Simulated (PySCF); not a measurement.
## Ionisation energy of Pb⁵¹⁺ by level of theory

Pb⁵¹⁺ [Ar] 3d10 4s2 4p1 (2P) → Pb⁵²⁺ [Ar] 3d10 4s2 (1S), as a difference of total energies. All numbers are calculated (PySCF 2.14, scalar relativity by spin-free X2C-1e, in an even-tempered Gaussian basis (18 s from 6.4 bohr⁻², ratio 2.5; 14 p from 8.3 bohr⁻², ratio 2.5; 8 d from 15 bohr⁻², ratio 2.5; 4 f from 40 bohr⁻², ratio 2.7; 4 g from 60 bohr⁻², ratio 2.7)). Correlated levels: outer shells: [Ne] frozen; virtual orbitals above 40 to 60 times the deepest correlated orbital energy dropped. The calculations carry no spin-orbit coupling.

| method | ionisation energy (eV) |
| --- | --- |
| UHF | 2914.4 |
| MP2 (outer shells) | 2915.5 |
| SCS-MP2 (outer shells) | 2915.4 |
| CCSD (outer shells) | 2915.6 |
| CCSD(T) (outer shells) | 2915.6 |

Breit and QED terms and the two-electron picture change are absent.

The reference lies between the lowest fine-structure levels, while these numbers refer to the centres of the terms.

For comparison: 3036 ± 4 eV (theoretical estimate listed by NIST; NIST Atomic Spectra Database, ionization energies).
